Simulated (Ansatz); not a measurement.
Cartesian coordinates in Å:
```
F 0.1158 -1.2364 1.1225
C -0.4867 0.0290 1.3556
Si -0.3340 1.0406 -0.2660
In 0.8811 -0.8530 -1.5160
H 0.0432 0.4747 2.1998
H -1.5190 -0.1680 1.6514
H -1.6939 1.4311 -0.7326
H 0.4177 2.2977 0.0065
H -0.0263 -2.0475 -2.3702
H 2.6022 -0.9682 -1.4511
```

Charge 0, multiplicity 1. In takes the def2 core potential.

**Question.** List the B3LYP/def2-TZVPP orbital energies in eV (the Gaussian-basis code of Ansatz). (Estimate.)

**Answer.** Ansatz gave: Occupied: -1798.83, -671.80, -278.83, -143.40, -127.04, -98.72, -98.70, -98.70, -83.74, -83.44, -83.42, -32.86, -20.82, -20.66, -20.61, -20.57, -20.51, -19.26, -14.73, -13.77, -13.61, -12.31, -11.16, -10.32, -9.36, -8.80, -7.84, -6.99. Lowest empty: -1.92, -0.34, 0.41, 0.62, 0.79, 1.10, 1.33, 1.88.

B3LYP here is the variant with VWN-RPA as its local correlation; programs differ in this.
